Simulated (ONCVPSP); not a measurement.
# iron (Fe): one change to an ONCV potential, before and after

```
Element                 : Fe (Z = 26)
Generator               : ONCVPSP 4.0.1
Type                    : optimised norm-conserving Vanderbilt (ONCV)
Functional              : PBE
Relativity              : scalar-relativistic
Frozen core             : [Ar]
Valence charge          : 8
Reference configuration : 3d6 4s1 (charge +1)
Partial waves           : 4s: rc 2.30 bohr, ncon 4, nbas 7, qcut 3 1/bohr, 2 projectors, debl 2.9 Ha; p scattering state at 0.26 Ha: rc 2.10 bohr, ncon 4, nbas 7, qcut 3.3 1/bohr, 1 projector; 3d: rc 1.15 bohr, ncon 3, nbas 7, qcut 16.4 1/bohr, 2 projectors, debl 2.6 Ha
Local potential         : polynomial inside 0.85 bohr (lpopt 5, dvloc0 6 Ha)
Core correction         : polynomial model core, fcfact 0.4
```

In the p channel the program set the typed energies aside and used 0.050 Ha.

Change: s: rc 3.18.

Cutoffs: the cutoffs (Ha) at which the residual kinetic energy of the hardest occupied pseudo-wave falls to 1 and 0.1 mHa per electron; they do not see the model core or the augmentation charge, which bear on the density cutoff. Errors are all-electron minus pseudo energies relative to the spin-unpolarised reference configuration.

Problem. Predict the effect on cutoff, ghosts and configuration errors.

Solution. The potential gets neither clearly harder nor softer (83 Ha and 96 Ha → 83 Ha and 96 Ha); both files keep a bound ghost (s); of the 4 tests that both files solve, the error grows in 4 and shrinks in 0 by more than 15 % and 0.3 meV (median size 13.0 → 27.7 meV). More of the atom is replaced by a form fitted at one configuration, so other configurations suffer.

```tsv
quantity	base	changed
cutoff, loose	83 Ha	83 Ha
cutoff, tight	96 Ha	96 Ha
loose cutoff by channel	s 4.5 Ha, d 83 Ha	s 3.2 Ha, d 83 Ha
bound ghosts	s	s
GHOST(+) flags under 300 eV	p at 1.6 eV	p at 1.6 eV
error for 3d6 4s2, meV [ΔE -8.73 eV]	-8.2	-17
error for 3d6 4s0, meV [ΔE 16.20 eV]	-18	-39
error for 3d5 4s0, meV [ΔE 50.43 eV]	-182	-343
error for 3d6 4s1.5, meV [ΔE -5.25 eV]	-2.2	-5.0
p: phases at 2.13 bohr within 0.05 rad from the reference energy up to (Ha; the scan ends near 5)	4.5	4.5
d: phases at 1.17 bohr within 0.05 rad from the reference energy up to (Ha; the scan ends near 5)	to the end of the scan	to the end of the scan
rms error of d²Exc/dni dnj with the model core, mHa	5.25	5.29
```

 A true bound ghost makes a file unfit for plane-wave use even where its test errors are small: the radial tests pick states by their node count and pass the ghost by.
